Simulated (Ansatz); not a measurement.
Calculated with Ansatz (gas phase, PBE0-D4/def2-TZVP geometries, no zero-point term in ΔE). CCSD(T)/CBS is the MP2 limit (def2-TZVPP, def2-QZVPP) plus CCSD(T) − MP2 in def2-TZVPP, frozen cores. This one scheme is used for every species, atoms too. DFT in def2-TZVPP. B3LYP here is the variant with VWN-RPA as its local correlation; programs differ in this. No spin–orbit coupling; open shells (•) take unrestricted orbitals. Spin–orbit coupling would lower the free atoms: a little for Al, C; clearly for Ge. For Ge outer-core shells are correlated without core-valence functions, so the limit isn't a true one: a few kJ/mol of doubt a bond, and 10 to 20 or more in all where bonds break to atoms. Scalar relativity is left out up to krypton.

Reaction (atomization): `C=[C]([AlH2])[GeH3]` → Al• + 2 C• + Ge• + 7 H•

`C=[C]([AlH2])[GeH3]`:

```xyz
11

C     0.692   -1.083    0.916
C     0.125   -0.238    0.044
Al    0.083   -0.808   -1.812
Ge   -0.589    1.446    0.705
H     0.775   -0.876    1.985
H     1.110   -2.042    0.606
H     0.723   -2.223   -2.148
H    -0.563    0.103   -2.940
H    -0.375    1.536    2.229
H    -2.094    1.551    0.395
H     0.113    2.634    0.021
```

```tsv
level	ΔE (eV)	difference from CCSD(T)/CBS
PBE-D4	36.81	0.00
r2SCAN-D4	36.78	-0.03
PBE0-D4	36.51	-0.30
B3LYP-D4	36.63	-0.18
ωB97X-V	36.85	0.04
ωB97M-V	36.66	-0.15
B2PLYP	36.26	-0.55
PBE	36.57	-0.24
r2SCAN	36.72	-0.09
PBE0	36.30	-0.51
B3LYP	36.23	-0.58
HF/def2-TZVPP	27.46	-9.35
MP2/def2-TZVPP	36.13	-0.68
SCS-MP2/def2-TZVPP	36.23	-0.58
CCSD/def2-TZVPP	35.59	-1.22
CCSD(T)/def2-TZVPP	36.07	-0.74
HF/def2-QZVPP	27.49	-9.32
MP2/def2-QZVPP	36.57	-0.24
SCS-MP2/def2-QZVPP	36.74	-0.07
HF/CBS(def2)	27.49	-9.32
MP2/CBS(def2)	36.88	0.07
CCSD/CBS(def2)	36.34	-0.47
CCSD(T)/CBS	36.81	0
```

Largest T1 diagnostic among the species: 0.018.

The D4 term adds +0.39 eV with B3LYP and +0.20 eV with PBE0; it sums over pairs of atoms, weighted by their polarisabilities, and B3LYP, whose exchange is more repulsive, gets the larger term. In def2-TZVPP, CCSD(T) changes the Hartree–Fock value by +8.61 eV (the triples alone add +0.48 eV) and MP2 by +8.67 eV; breaking electron pairs costs correlation energy, which Hartree–Fock lacks. From PBE to PBE0 (25 % exact exchange), in def2-TZVPP and without D4, ΔE moves by −0.27 eV: exact exchange takes away binding that semilocal exchange gives to molecules.

For atomizations the MP2-based limit and the directly extrapolated one differ by several kJ/mol either way, and by 10 to 25 for some Ge, Se and Sn compounds, so smaller differences from it don't rank the levels.
